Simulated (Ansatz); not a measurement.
Compare A (`C[Si](O)(O)F`) with its isomer B (`CO[SiH](O)F`).

Isolated molecules relaxed with PBE0-D4/def2-TZVP in Ansatz; ΔE leaves out vibrations. CBS: MP2 limit from def2 TZ/QZ plus the TZ coupled-cluster correction, frozen cores. This one scheme is used for every species. DFT in def2-TZVPP. Each species was taken in one conformer, which may not be the lowest.

Task: Which is lower in electronic energy at CCSD(T)/CBS, and by how much? (Estimate.)

Result: The calculation gave: A, by 26.6 kcal/mol.

Task: Give E(B) − E(A) in kcal/mol with HF/def2-TZVPP, MP2/def2-TZVPP, LDA (SPW92), BLYP-D4, r2SCAN-D4, CCSD(T)/def2-SVP, PBE-D4. (An estimate is asked.)

Result: Computed: HF/def2-TZVPP 22.6, MP2/def2-TZVPP 27.2, LDA (SPW92) 26.9, BLYP-D4 24.3, r2SCAN-D4 27.0, CCSD(T)/def2-SVP 21.5, PBE-D4 26.2. None reverses the order clearly.

Task: Does the order hold for the free energy at 298.15 K (harmonic terms from PBE0-D4)? (Estimate.)

Result: Ansatz gave: Yes: G(B) − G(A) = +26.1 kcal/mol, for one conformer each.

Largest T1 diagnostic: 0.011.

In def2-TZVPP, CCSD(T) changes the Hartree–Fock value by +3.3 kcal/mol (the triples alone add +0.2 kcal/mol) and MP2 by +4.6 kcal/mol. Leaving LDA and LC-ωPBE aside and taking each functional with its dispersion term where it has one, the values, not all of them listed here, spread over 3.0 kcal/mol, from BLYP-D4 to r2SCAN0-D4. LDA lies +1.0 kcal/mol from PBE without D4.
